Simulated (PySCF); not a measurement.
## Cu+: excitation energy

Cu+ [Ar] 3d10 (1S) → Cu+ [Ar] 3d9 4p1 (high-spin determinant), as a difference of total energies. All numbers are calculated (PySCF 2.14, the non-relativistic Hamiltonian (point nucleus), in def2-TZVPPD (6s6p4d2f1g, 67 functions)). Correlated levels: valence and next inner shell: [Ne] frozen. The calculations carry no spin-orbit coupling.

```json
{"method": "UHF", "excitation energy (cm⁻¹)": "49747"}
{"method": "MP2 (valence and next inner shell)", "excitation energy (cm⁻¹)": "79274"}
{"method": "SCS-MP2 (valence and next inner shell)", "excitation energy (cm⁻¹)": "75594"}
{"method": "CCSD (valence and next inner shell)", "excitation energy (cm⁻¹)": "67745"}
{"method": "CCSD(T) (valence and next inner shell)", "excitation energy (cm⁻¹)": "68673"}
```

A first-order spin-orbit estimate (lowest level to lowest level, LS coupling) adds -0.079 eV.

The determinant of the upper state mixes LS terms, which raises its energy above the lowest term, most at the Hartree-Fock and MP2 levels.
